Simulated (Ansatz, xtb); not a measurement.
**GeH3O (SMILES [OH][GeH2]): the vertical ionisation energy, rung by rung**

GeH3O has 5 atoms, charge 0, and is taken as a doublet. As SMILES, `[OH][GeH2]`. The shape is that of a PBE0-D4/def2-TZVP optimisation. This is one conformer, not always the lowest.

Each level gives the vertical ionisation energy (to the singlet cation) (eV). The values are calculated.

```tsv
level	kind	program	value (eV)	CPU time (all runs)
GFN2-xTB	semi-empirical	xtb	12.68	under 2 s
GFN1-xTB	semi-empirical	xtb	13.07	under 2 s
UHF/STO-3G	Hartree–Fock	Ansatz	5.78	0.4 s
UHF/3-21G	Hartree–Fock	Ansatz	8.12	0.68 s
USVWN5/STO-3G	LDA	Ansatz	5.61	2.4 s
U-revPBE/STO-3G	GGA	Ansatz	?	4.2 s
UBLYP/STO-3G	GGA	Ansatz	?	4 s
UPBE/STO-3G	GGA	Ansatz	5.71	4.1 s
U-r2SCAN/STO-3G	meta-GGA	Ansatz	5.90	9.8 s
U-r2SCAN0/STO-3G	hybrid meta-GGA	Ansatz	6.07	9.5 s
```

(1) Estimate the missing values from the other rows.

Results:

(1) As computed at these levels: U-revPBE/STO-3G: 5.70 eV; UBLYP/STO-3G: 5.60 eV. All-electron rows without a relativistic Hamiltonian named are non-relativistic. The values span 5.60 to 13.07 eV. The xTB values lack the empirical shift that such differences need. All rows use very small basis sets, so even the best lies far from the true value. CPU times are rough (shared hosts, several kinds of processor): they show what a rung costs within a factor of a few.
